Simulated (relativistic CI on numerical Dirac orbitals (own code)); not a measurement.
## Nb26+: sensitivity of the levels to the model

Base calculation: Dirac-Coulomb-Breit CI, separate exchange-only KLI orbitals for each configuration, model QED (radiative potential, 1s self-energy scaled to tabulated hydrogen-like ionisation energies), unscaled Slater integrals.

CI space (outside the closed core [Ne]): 3s²3p³, 3s3p⁴, 3s²3p²3d, 3p⁵, 3s3p³3d, 3p⁴3d, 3s3p²3d², 3s²3p3d4p, 3p⁴4s, 3s²3p²4s, 3s3p²3d4s, 3p⁴4p, 3s²3p²4p, 3s²3p²4d, 3s3p³4s, 3p³3d4p, 3s²3p²4f, 3s3p³4p, 3s3p³4d, 3s3p³4f, 3s²3p²5s, 3s²3p²5p, 3s²3p4s4p, 3s²3p²5d, 3s²3p²5f, 3s²3p²5g, 3s3p²4s², 3s3p³5s, 3s²3p3d², 3s²3d³, 3s3p3d³, 3s²3d²4s, 3s²3d²4p, 3s²3d²4d, 3p³3d², 3p²3d³, 3p²3d²4s, 3p²3d²4p, 3p²3d²4d, 3s²3p3d4s, 3s3p3d²4s, 3s²3d4s², 3s²3d4s4p, 3s²3d4s4d, 3s3p²3d4p, 3s3p3d²4p, 3s3p3d4s4p, 3s3p3d4p², 3s3p3d4p4d, 3p³3d4s, 3p²3d4s², 3p²3d4s4p, 3p²3d4s4d, 3s²3p4s², 3s3p3d4s², 3s²4s²4p, 3s²4s²4d, 3s²3p4p², 3s²3d4p², 3s²4s4p², 3s²4p³, 3s²4p²4d, 3s3p²4s4p, 3s3p4s²4p, 3s3p4s4p², 3s3p4s4p4d. Double excitations out of closed p, d and f shells are left out; levels of such configurations are missing from the list, as are those of other unlisted configurations, and high levels can miss mixing partners. These lack a partner that the ground configuration has and come out too high: 3s²3p²4f, 3s3p³4d, 3s3p³4f, 3s²3p²5s, 3s²3p²5p.

Variants: (1) P86 correlation estimate; (2) Breit term removed. Shifts of the energy above 3s²3p³ ⁴S°3/2, in cm⁻¹, for the lowest level and the first level of each name with at least 55 % of one term (blank where a level changes its place among those of its configuration and J or its character, or is not in the variant):

```
         Level     Base   Δ(1)   Δ(2)
 3s²3p³ ⁴S°3/2        0      0      0
 3s²3p³ ²D°5/2   181182     +7  +3198
 3s²3p³ ²P°1/2   238174    +19  +2460
 3s²3p³ ²P°3/2   372877    +28  +5462
   3s3p⁴ ⁴P5/2   680849  +1727   +427
   3s3p⁴ ⁴P1/2   782963  +1730   +795
3s²3p²3d ²F5/2   985396  +1712  +5228
3s²3p²3d ⁴F7/2  1009381  +1710  +6407
3s²3p²3d ⁴D3/2  1045229  +1729  +5366
3s²3p²3d ⁴F9/2  1057652  +1710  +8068
3s²3p²3d ²G7/2  1137735  +1716  +7262
3s²3p²3d ²D3/2  1201989  +1727  +5969
3s²3p²3d ²D5/2  1228802  +1723  +5567
3s²3p²3d ²G9/2  1231792  +1719  +9901
```

At this charge energies of transitions that change n are usually good to better than 1 %, and those within a shell (Δn = 0) to a few per cent.

Ionisation energy from the two ground configurations alone: base 1355.15 eV; P86 correlation estimate 1356.8 eV; Breit term removed 1355.79 eV. The NIST ASD value (semi-empirical) is 1368 eV.

LS names give the leading component of a level, which can be under half, so a name can repeat, a term be missing and a line seem to break the LS rules.
